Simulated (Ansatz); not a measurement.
One change: `CC(F)SS` becomes `C[CH](F)[GeH3]`.

Ansatz, PBE0-D4/def2-TZVP geometries, multiplicity 1. Each molecule was computed in one conformer, which needn't be the lowest.

Scalar relativity is left out up to krypton.

```tsv
property	`CC(F)SS`
HOMO–LUMO gap (PBE/def2-TZVPP) / eV	4.41
HOMO–LUMO gap (B3LYP/def2-TZVPP) / eV	6.16
zero-point energy (PBE0-D4/def2-TZVP) / kJ/mol	181.9
ideal-gas entropy at 298 K and 1 bar (rigid rotor, harmonic PBE0-D4/def2-TZVP) / J/(mol·K)	339
size of the dipole moment (PBE/def2-TZVPP) / D	1.12
HOMO energy (B3LYP/def2-TZVPP) / eV	-7.10
```

(1) Give the same properties after the change, and the shifts. (An estimate is asked.)

Answers

(1) Ansatz gave: 
| property | `C[CH](F)[GeH3]` | shift |
| --- | --- | --- |
| HOMO–LUMO gap (PBE/def2-TZVPP) / eV | 6.69 | 2.28 |
| HOMO–LUMO gap (B3LYP/def2-TZVPP) / eV | 8.38 | 2.22 |
| zero-point energy (PBE0-D4/def2-TZVP) / kJ/mol | 211.9 | 30.0 |
| ideal-gas entropy at 298 K and 1 bar (rigid rotor, harmonic PBE0-D4/def2-TZVP) / J/(mol·K) | 331 | -8 |
| size of the dipole moment (PBE/def2-TZVPP) / D | 1.55 | 0.43 |
| HOMO energy (B3LYP/def2-TZVPP) / eV | -7.93 | -0.83 |

With PBE0 the HOMO falls by 0.79 eV and the LUMO rises by 1.44 eV, so the gap widens by about 2.23 eV. PBE moves the HOMO by -0.65 eV and ωB97M-V by -0.85 eV. The zero-point energy changes by 30.0 kJ/mol with +3 modes. Dipoles are sizes alone; their direction can turn.

Positive LUMOs are unbound, so they and the gaps depend on the basis.

B3LYP here is the variant with VWN-RPA as its local correlation; programs differ in this.
